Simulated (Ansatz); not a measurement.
Reading a saddle point

A first-order saddle point of BNH₄Cl₃F, closed shell, PBE0-D4/def2-TZVP, with one imaginary mode of 661i cm⁻¹:

B1  (-0.762, -0.303, -0.719)
Cl2  (0.875, 1.382, -1.378)
Cl3  (-0.334, -1.590, -1.848)
Cl4  (-2.242, 0.625, -0.972)
H5  (0.789, 0.135, 1.005)
N6  (-0.335, -0.510, 0.698)
H7  (1.487, 1.199, -0.133)
F8  (1.702, 0.733, 1.112)
H9  (-0.142, -1.489, 0.883)
H10  (-1.036, -0.180, 1.353)
(Å)

Program: Ansatz 0.2.0. Basis: def2-TZVPP and def2-QZVPP. Cores are frozen in the correlated methods. Extrapolation: Hartree–Fock as exp(−7.88 √X), correlation as X^−2.97.

Which contacts change along the imaginary mode, and what lies on either side? (Judge from chemistry; the calculation decides.)

By the calculation: The step is BCl₃ ([Cl][B]([Cl])[Cl]) + NH₃ + HF → BNH₂Cl₂ ([NH2][B]([Cl])[Cl]) + HCl + HF, with the molecules in contact on both sides. Shortening one way: B1–N6, Cl2–H7, H5–F8; lengthening the same way: B1–Cl2, H5–N6, H7–F8.
| pair | one side (Å) | saddle (Å) | other side (Å) |
| --- | --- | --- | --- |
| B1–N6 | 1.60 | 1.49 | 1.42 |
| Cl2–H7 | 2.10 | 1.40 | 1.29 |
| H5–F8 | 1.90 | 1.10 | 0.95 |
| B1–Cl2 | 1.87 | 2.44 | 3.90 |
| H5–N6 | 1.03 | 1.33 | 1.75 |
| H7–F8 | 0.94 | 1.35 | 1.88 |

Which side is lower, and how far does the saddle lie above each? (Judge from chemistry; the value comes from the calculation.)

By the calculation: The side with B1–Cl2, H5–N6, H7–F8 short is lower by 17.05 kcal/mol; the saddle lies 31.30 kcal/mol above it and 14.25 kcal/mol above the other (CCSD(T) at an estimated basis limit (MP2 extrapolated from triple and quadruple zeta, plus CCSD(T) − MP2 in triple zeta); electronic energies).

No T1 diagnostic of these runs exceeds 0.011.

Labels in which every atom is bracketed show which atoms are joined, not bond orders.

For scale, one of the runs: CCSD(T)/def2-TZVPP, 275 basis functions, launched by `ansatz run in.yaml --threads 8 --pin off --events-out ev --progress --plain --max-ram 19148MiB`. The run took 3.9 min on 8 CPU threads of an Arm Neoverse V1 (shared host), with 7.5 GiB of host memory at its peak.
